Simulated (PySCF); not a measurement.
Si(Me)2 cation (C2H6Si), SMILES C[Si]C (connectivity only; charge and spin as stated), charge +1, multiplicity 2. Atoms are numbered in the order given.

```xyz
9

Si     0.0000     0.0000     0.5559
C     -1.5892    -0.0034    -0.3615
H     -2.4603    -0.1420     0.2784
H     -1.5447    -0.7921    -1.1232
H     -1.6649     0.9643    -0.8772
C      1.5892     0.0034    -0.3615
H      1.5447     0.7921    -1.1232
H      1.6649    -0.9643    -0.8772
H      2.4603     0.1420     0.2784
```
Charge +1, spin multiplicity 2.

The structure is a stationary point at ωB97X-D3(BJ)/def2-TZVP. The spin state was assumed, not searched. The isomer is the one that the SMILES or the coordinates give; other isomers of the formula were not compared.

Level of theory: PBE/def2-TZVPD in PySCF.

Mulliken values depend strongly on the basis, most of all with diffuse functions as here. ESP charges are fitted to the potential on shells at 1.4 to 2.0 van der Waals radii. Atomic charges (e):

```
atom  ESP fit  meta-Löwdin  Mulliken  Mulliken spin
----  -------  -----------  --------  -------------
Si1      0.77            …      0.49           0.71
C2      -0.62            …     -0.57           0.13
H3       0.24            …      0.27          -0.01
H4       0.25            …      0.28           0.02
H5       0.25            …      0.27           0.01
C6      -0.62            …     -0.57           0.13
H7       0.25            …      0.28           0.02
H8       0.25            …      0.27           0.01
H9       0.24            …      0.27          -0.01
```

### Question
Fill in the missing entries. (The exact figures need the calculation; the answer reports its results.)

### Answer

- Si1, meta-Löwdin: 0.99
- C2, meta-Löwdin: -0.59
- H3, meta-Löwdin: 0.19
- H4, meta-Löwdin: 0.20
- H5, meta-Löwdin: 0.20
- C6, meta-Löwdin: -0.59
- H7, meta-Löwdin: 0.20
- H8, meta-Löwdin: 0.20
- H9, meta-Löwdin: 0.19
